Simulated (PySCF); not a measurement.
NbO2Cl, SMILES [Nb](=[O])(=[O])[Cl], multiplicity 1. Coordinates come from a PBE0-D3(BJ)/def2-SVP optimisation. The multiplicity is an assumed one; other spin states were not compared. The def2 effective core potentials stand for the cores of Nb; spin–orbit coupling is left out.

Computed equilibrium geometry at PBE0-D3(BJ)/def2-SVP (PySCF confirms it by a frequency run) as bond lengths and angles, and its point group:
point group Cs.
Atoms: Nb1 O2 O3 Cl4. Bond lengths (Å): Nb1–O2 1.698, Nb1–O3 1.698, Nb1–Cl4 2.335. Bond angles (°): O2–Nb1–O3 106.5, O2–Nb1–Cl4 114.5, O3–Nb1–Cl4 114.5.
Charge 0, spin multiplicity 1.
